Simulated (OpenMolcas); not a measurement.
**Levels of Kr⁵⁺ by method**

```
Program             : OpenMolcas
Basis               : ANO-RCC-VQZP [7s6p4d2f1g]
Scalar Hamiltonian  : DKH2, point nucleus
Active space        : 3 electrons in 9 orbitals (RAS2 4s 4p; RAS3 4d, at most 2 electrons)
State averaging     : 2S+1 = 4 odd, 1 root; 2S+1 = 2 odd, 11 roots; 2S+1 = 4 even, 3 roots; 2S+1 = 2 even, 9 roots
Spin-orbit coupling : state interaction with AMFI integrals over the reference wave functions, term energies averaged over their components
```

Methods on the same reference wave functions:
A. RASSCF
B. SS-RASPT2, IPEA 0.25 Eh, imaginary shift 0.1 Eh (closed shells correlated: 3d)
C. MS-RASPT2, IPEA 0.25 Eh, imaginary shift 0.1 Eh (closed shells correlated: 3d)

Energies in cm-1 above 4s2 4p 2P* 1/2, the measured ground level; measured values from Saloman, J. Phys. Chem. Ref. Data 36, 215 (2007).

| Level | A | B | C | Measured |
| --- | --- | --- | --- | --- |
| 4s2 4p 2P* 1/2 | 0.0 | 0.0 | 0.0 | 0.0 |
| 4s2 4p 2P* 3/2 | 7184 | 7180 | 7200 | 8110 |
| 4s 4p2 4P 1/2 | 102636 | 105080 | 105120 | 107836 |
| 4s 4p2 4P 3/2 | 105508 | 107980 | 108020 | 111193 |
| 4s 4p2 4P 5/2 | 109385 | 111830 | 111870 | 115479 |
| 4s 4p2 2D 3/2 | 140174 | 139990 | 140030 | 141672 |
| 4s 4p2 2D 5/2 | 140816 | 140680 | 140710 | 142727 |
| 4s 4p2 2S 1/2 | 172621 | 170350 | 170390 | 170084 |
| 4s 4p2 2P 1/2 | 184374 | 181600 | 181640 | 180339 |
| 4s 4p2 2P 3/2 | 188000 | 185170 | 185210 | 183817 |

Deviations, from unrounded energies. A percentage is the sum of absolute deviations over the sum of measured energies, with the sign that they share, or ± where signs differ.

```tsv
Against measurement	Levels	A	B	C
mean absolute deviation (cm-1)	9	3600	1900	1900
fine structure of the ground term (%)	1	-11.4	-11.4	-11.2
other configurations (%)	8	±2.7	±1.4	±1.4
```

B, C lie about equally close to measurement and A furthest from it. The largest miss of C in the table is 4s 4p2 4P 5/2, by -3600 cm-1. The ranking rests on the paired levels alone, and a cruder setting can come out closer through cancelling errors.

Between B and C the level of the table that moves most is 4s 4p2 2D 3/2, by 38 cm-1 (lowest in B, highest in C). Moves below CASPT2's spread within the term are not significant.

The lowest spin-free term lies below A's lowest term by 0.097 hartree in B, 0.097 hartree in C.

Active for correlation alone: 4d; no level in the range computed is led by a configuration that fills it, so any true level of that kind is missing. Measured partners are found by configuration, term and J. A level has none where our copy of the source lacks it or the pairing is in doubt (some pairs that miss far off the trend of their configuration count as doubtful), and it then counts in no deviation. Only configurations of the active space appear. Levels that lie high or do not pair safely by name in every column are left out.

* marks odd parity.
